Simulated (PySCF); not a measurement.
SMILES [SiH3]CC[Si](C)(C)C (C₅H₁₆Si₂), singlet at its GFN2-xTB optimised geometry (Å):

```
23

C      2.0108    -0.4031     0.0000
Si     0.1027    -0.4031     0.0000
C     -0.5319    -1.2956    -1.5641
C     -0.5310     1.3981     0.0000
C     -0.5140    -1.3136     1.5692
C     -2.0375    -1.4260     1.6565
Si    -2.6141    -2.3242     3.2289
H      2.4078     0.0894     0.8822
H      2.4081    -1.4132    -0.0172
H      2.4022     0.1170    -0.8687
H     -1.6144    -1.2495    -1.6369
H     -0.1264    -0.8449    -2.4650
H     -0.2471    -2.3437    -1.5662
H     -1.6147     1.4395    -0.0551
H     -0.1415     1.9511    -0.8496
H     -0.2280     1.9253     0.8999
H     -0.0835    -2.3162     1.6026
H     -0.1457    -0.7980     2.4582
H     -2.4081    -1.9511     0.7744
H     -2.4730    -0.4258     1.6215
H     -2.1582    -1.5846     4.4092
H     -4.0766    -2.4118     3.2425
H     -2.0439    -3.6740     3.2578
```

Method: PBE0/def2-SVP run with PySCF.

Map of the HOMO amplitude (bohr^(-3/2)) on the plane z = 0.8 Å; orbital energy -7.45 eV, overall sign arbitrary:

```
|###############################|
|###############################|
|###############################|
|###############################|
|############***################|
|###########*****###############|
|##########******###############|
|##########*****################|
|###############################|
|###############################|
|###############################|
|#########################***###|
|########################*****##|
|########################*****##|
|###########******#######******#|
|###########*++==+*##%###******#|
|######%%%##*=-:-=+*#%%##******#|
|######%%%%#+-:..-=*#%%##******#|
|######%@@%#+-.  :=*#####******#|
|######%@@@#*-. .:=+*#####****##|
|######%@@@%*=:::=+**#####***###|
|######%@@%%#++==++**###########|
|######%@%%##********###########|
|##############*****############|
|###############################|
|###############################|
|###############################|
|###############################|
|###############################|
|###############################|
|###############################|
```
Scale: ten equal steps from -0.184 (start of ' ') to 0.077 (end of '@'), in the order ' .:-=+*#%@'; x runs from -4.50 to 4.50, y from -4.50 (bottom) to 4.50 (top).
